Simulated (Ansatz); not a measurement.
`[SiH3][GeH2][GaH2]` + NH₃ → `[NH2][GaH2]` + `[SiH3][GeH3]` at 700 K and 1 bar (cleavage of the Ga–Ge bond).

Isolated molecules relaxed with PBE0-D4/def2-TZVP in Ansatz; ΔE leaves out vibrations. CBS: MP2 limit from def2 TZ/QZ plus the TZ coupled-cluster correction, frozen cores. This one scheme is used for every species. For Ga, Ge outer-core shells are correlated without core-valence functions, which leaves a few kJ/mol of doubt a bond. Scalar relativity is left out up to krypton.

```
             species  CCSD(T)/CBS energy (Eh)  H − E (kJ/mol)  S (J/(mol·K))
`[SiH3][GeH2][GaH2]`              -4293.32361           224.8          506.9
                 NH₃                -56.50880           116.9          226.5
       `[NH2][GaH2]`              -1981.05479           148.0          331.7
      `[SiH3][GeH3]`              -2368.78170           184.9          383.3
```

H − E and S are ideal-gas, rigid-rotor, harmonic terms from PBE0-D4/def2-TZVP. 1 Eh = 2625.50 kJ/mol, R = 8.31446 J/(mol·K).

Q: By hand: ΔE, ΔH, ΔS and ΔG.

A: ΔE = (-1981.05479) + (-2368.78170) − (-4293.32361) − (-56.50880) = -0.00408 Eh = -10.7 kJ/mol. Δ(H − E) = 148.0 + 184.9 − 224.8 − 116.9 = -8.8, so ΔH = -19.5 kJ/mol. ΔS = 331.7 + 383.3 − 506.9 − 226.5 = -18.4 J/(mol·K). ΔG = -19.5 − 700 × (-18.4)/1000 = -6.6 kJ/mol.

Q: By hand: the equilibrium constant, and the temperature at which ΔG would vanish if ΔH and ΔS stayed fixed.

A: log₁₀ K = −ΔG/(RT ln 10) = 0.5. ΔG = 0 at ΔH/ΔS = 1060 K, though so small a ΔS makes that figure unsure.

TΔS isn't small against ΔH here. A doubt of 5 kJ/mol in ΔE shifts log₁₀ K by 0.4 here. These are equilibria of isolated gas molecules and say nothing of rates. Largest T1 diagnostic: 0.014 (customary marks: 0.02 for closed shells, 0.045 for open ones).
